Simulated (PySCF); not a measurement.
Al(OH)(PH2)2 (AlH₅OP₂), SMILES [OH][Al]([PH2])[PH2].

Geometry: B3LYP-D3(BJ)/def2-SVP. The structure was generated by enumeration; whether it is a known compound was not checked. Other conformers were not sampled.

Two levels are set side by side: PBE/def2-TZVP (PySCF) and M06-2X/def2-TZVP (PySCF). Same geometry, gas phase. Differences are taken from unrounded values.

```
quantity                     M06-2X    PBE  PBE minus M06-2X
---------------------------  ------  -----  ----------------
orbital gap (eV)               7.53   4.26             -3.27
highest occupied level (eV)   -7.84  -5.90              1.93
lowest empty level (eV)       -0.30  -1.64             -1.34
dipole moment (D)              1.72   1.64             -0.08
mean polarisability (bohr³)    85.8   89.4               3.6
```

Without exact exchange PBE keeps part of each electron's self-repulsion, which lifts occupied levels and narrows the gap. Loosely held outer electrons make PBE densities more polarisable. Differences between two approximate levels are no errors against the true value.

Rough cost on one machine, each run with all the roots and properties that it gave: M06-2X against PBE about 3 times.
